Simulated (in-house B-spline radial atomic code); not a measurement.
A run on Al (an excited or competing configuration) that did not converge. Method: non-relativistic TPSSh, spin-polarised, spherical fractional occupations, exact exchange averaged over the configuration, point nucleus; computed with a B-spline radial code for spherical atoms.

Command:
```bash
python run_scf.py task.json out
```
Settings:
```
Z                13
configuration    [Ne] 3s2 4f1
hamiltonian      nr
method           tpssh
spin_polarised   True
exact_exchange   averaged over the configuration
```

First and last ten iterations of the last attempt (damped for 15 steps, keeping 80 % of the old Fock matrix, then DIIS):
```
 iter        energy (Eh)    residual
    1        -242.188916    1.80e-02
    2        -242.190446    1.05e-03
    3        -242.190467    8.57e-04
    4        -242.190481    7.02e-04
    5        -242.190489    5.75e-04
    6        -242.190496    4.72e-04
    7        -242.190501    3.87e-04
    8        -242.190506    3.18e-04
    9        -242.190510    2.61e-04
   10        -242.190513    2.15e-04
  111        -242.190534    3.74e-07
  112        -242.190534    3.62e-07
  113        -242.190534    3.63e-07
  114        -242.190534    3.61e-07
  115        -242.190534    3.43e-07
  116        -242.190534    8.95e-07
  117        -242.190534    8.85e-07
  118        -242.190534    8.85e-07
  119        -242.190534    8.74e-07
  120        -242.190534    8.65e-07
 not converged after 120 iterations
```

The smallest residual met was 3.2e-07; the threshold is about 1e-07. Over the last five steps the energy moves by less than 1e-08 hartree, but the orbitals didn't meet the threshold. Cost of the run: 4.8 s on 1 thread of Intel(R) Xeon(R) 6975P-C, with other jobs on the host.
